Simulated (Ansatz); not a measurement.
Two isomers of C3H7OSb: A = `C[C@H]1O[C@@H]1[SbH2]`, B = `[CH3][SbH][C](C)=O`.

Computed with Ansatz on PBE0-D4/def2-TZVP structures; ΔE is electronic, products minus reactants. CBS: MP2 limit from def2 TZ/QZ plus the TZ coupled-cluster correction, frozen cores. Functionals use def2-TZVPP. B3LYP here is the variant with VWN-RPA as its local correlation; programs differ in this. Elements past krypton have def2 core potentials. For Sb outer-core shells are correlated without core-valence functions, which leaves a few kJ/mol of doubt a bond. One conformer a species, not always the lowest.

A:

```xyz
12

C    -1.3878    0.6648    0.9882
C    -0.0905    0.0270    0.6088
O    -0.0605   -1.3955    0.6104
C     0.0756   -0.7208   -0.6359
Sb    1.9725   -1.0007   -1.6345
H    -1.5297    0.6336    2.0716
H    -2.2236    0.1454    0.5161
H    -1.4033    1.7122    0.6760
H     0.8031    0.4816    1.0354
H    -0.7976   -0.8089   -1.2838
H     1.8100    0.4405   -2.5464
H     2.8319   -0.1794   -0.4059
```

B:

Z-matrix (Å, degrees):
```
C
Sb 1 2.148
H 1 1.089 2 110.2
H 1 1.091 2 107.4 3 120.5
H 1 1.089 2 109.4 3 -120.4
C 2 2.239 1 92.3 3 -123.3
H 2 1.712 1 95.6 3 -33.4
O 6 1.198 2 120.3 1 -15.2
C 6 1.501 2 116.5 1 166.6
H 9 1.091 6 110.8 2 -176.7
H 9 1.093 6 109.8 2 -54.5
H 9 1.094 6 108.9 2 62.3
```

**Question.** Which is lower in electronic energy at CCSD(T)/CBS, and by how much? (An estimate is asked.)

**Answer.** Ansatz gave: B, by 128.6 kJ/mol.

**Question.** Give E(B) − E(A) in kJ/mol with B3LYP-D4, ωB97M-V, CCSD(T)/def2-TZVPP, PBE-D4, HF/def2-TZVPP, CCSD/def2-TZVPP, B2PLYP. (Estimate.)

**Answer.** Ansatz gave: B3LYP-D4 -137.0, ωB97M-V -121.3, CCSD(T)/def2-TZVPP -124.7, PBE-D4 -126.3, HF/def2-TZVPP -129.9, CCSD/def2-TZVPP -121.3, B2PLYP -133.7. None reverses the order clearly.

Largest T1 diagnostic: 0.015.

From PBE to PBE0 (25 % exact exchange), in def2-TZVPP and without D4, E(B) − E(A) moves by +8.8 kJ/mol. In def2-TZVPP, CCSD(T) changes the Hartree–Fock value by +5.2 kJ/mol (the triples alone add −3.4 kJ/mol) and MP2 by +5.9 kJ/mol.
